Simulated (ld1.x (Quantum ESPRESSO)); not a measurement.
## What one change does to a pseudopotential (B, PAW)

```json
{
  "Element": "boron (B)",
  "Generator": "ld1.x (Quantum ESPRESSO) 7.5",
  "Type": "PAW",
  "Functional": "LDA (PZ)",
  "Relativity": "non-relativistic",
  "Frozen core": "[He]",
  "Valence charge": "3",
  "Reference configuration": "2s2 2p1",
  "Partial waves": "2s (bound): rcut 1.20, rcutus 1.40 bohr; 2s channel at -0.3 Ry: rcut 1.20, rcutus 1.40 bohr; 2p (bound): rcut 3.45, rcutus 3.85 bohr; 2p channel at 0.45 Ry: rcut 3.45, rcutus 3.85 bohr",
  "Local potential": "all-electron potential smoothed inside 2.10 bohr (lloc = -2)",
  "Core correction": "Bessel-smoothed model core inside 1.45 bohr",
  "Augmentation charge": "PSQ, inside the norm-conserving radii"
}
```

Change: local potential all-electron potential smoothed inside 3.24 bohr (lloc = -2).

Cutoffs: the cutoffs (Ry, on a coarse ladder) from which the occupation-weighted sum of valence levels, in a spherical-Bessel basis at the reference potential, stays within 10 and 1 mRy of its value at 400 Ry; they do not see the model core or the augmentation charge, which bear on the density cutoff. Errors are all-electron minus pseudo energies relative to the spin-unpolarised reference configuration.

Question: How do hardness, ghosts and transferability respond?

Answer: The potential gets neither clearly harder nor softer (8 Ry and 18 Ry → 8 Ry and 18 Ry); of the 9 tests that both files solve, the error grows in 4 and shrinks in 5 by more than 15 % and 0.3 meV (median size 3.5 → 2.9 meV); the range in which the s phases agree narrows (upper end at the end of the scan → 2.5); neither file shows a bound ghost.

```csv
quantity,base,changed
"cutoff, loose",8 Ry,8 Ry
"cutoff, tight",18 Ry,18 Ry
bound ghosts,none,none
"error for 2s2 2p0, meV [ΔE 8.33 eV]",+3.5,-4.5
"error for 2s1 2p0, meV [ΔE 33.63 eV]",-28,-14
"error for 2s2 2p0.5, meV [ΔE 2.94 eV]",+0.4,-1.0
"error for 2s2 2p1.3, meV [ΔE -0.77 eV]",+0.6,-0.1
"error for 2s0 2p3, meV [ΔE 11.39 eV]",-2.5,-2.9
"error for 2s1 2p2, meV [ΔE 5.68 eV]",+14,-0.2
"error for 2s1 2p1, meV [ΔE 14.28 eV]",-2.4,-7.0
"error for 2s2 2p1 (spin-polarised), meV [ΔE -0.24 eV]",+5.0,+0.1
"error for 2s1 2p0 (spin-polarised), meV [ΔE 32.90 eV]",-29,-13
s: phases at 4.20 bohr within 0.05 rad from the reference energy up to (Ry; the scan ends near 5),to the end of the scan,2.5
p: phases at 4.20 bohr within 0.05 rad from the reference energy up to (Ry; the scan ends near 5),1.4,2.3
lowest overlap eigenvalue by channel,"s 0.60, p 0.22","s 0.73, p 0.19"
```
